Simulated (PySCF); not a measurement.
C4H6OSe, SMILES C=C=COC[SeH]. Atoms are numbered in the order given.

```xyz
12

C      3.9609     0.2937    -0.1853
C      2.7202    -0.0986    -0.3242
C      1.4858    -0.5299    -0.4514
O      0.5393     0.1301    -1.1907
C     -0.7749    -0.3045    -1.0485
Se    -1.6192     0.0877     0.7135
H      4.7411     0.0065    -0.9021
H      4.2730     0.9309     0.6520
H      1.1621    -1.4644     0.0250
H     -0.8710    -1.4000    -1.1510
H     -1.3616     0.1897    -1.8308
H     -1.5564     1.5505     0.5300
```

Coordinates come from a B3LYP-D3(BJ)/def2-SVP optimisation. The structure was generated by enumeration, and PubChem lists no compound with its InChIKey, so it may never have been made. Other conformers were not sampled.

These are KT2/pcSseg-1 (PySCF) values and carry that method's errors.

GIAO shieldings, no solvent; atoms listed in one row are averaged. δ = σ(ref) − σ: ¹³C against TMS (σ = 185.1 ppm); ¹⁷O against H2O (σ = 330.4 ppm); ⁷⁷Se against Me2Se (σ = 1692.1 ppm); ¹H against TMS (σ = 31.47 ppm), references at their B3LYP-D3(BJ)/def2-TZVP geometries, non-relativistic.

Computed chemical shifts:
```tsv
nucleus	atoms	count	δ (ppm)
¹³C	C2	1	206.1
¹³C	C3	1	122.6
¹³C	C1	1	90.0
¹³C	C5	1	78.2
¹⁷O	O4	1	113.9
⁷⁷Se	Se6	1	34.6
¹H	H9	1	6.74
¹H	H11	1	6.03
¹H	H7, H8	2	5.92
¹H	H10	1	4.95
¹H	H12	1	2.64
```
